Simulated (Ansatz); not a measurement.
Harmonic frequencies (cm⁻¹) at PBE0-D4/def2-TZVP from Ansatz: 67, 171, 302, 330, 387, 501, 556, 591, 662, 789, 838, 866, 969, 997, 1047, 1057, 1169, 1209, 1344, 1494, 2235, 2254, 3063, 3132.

(1) Which molecule is it?
A. `FC1(Cl)CO[SiH2]1`
B. `F[C@H](Cl)[Si@@H]1CO1`
C. `[SiH3][AlH][PH2]`
D. `O=CC(F)[SiH2]Cl`

Results:

(1) A.
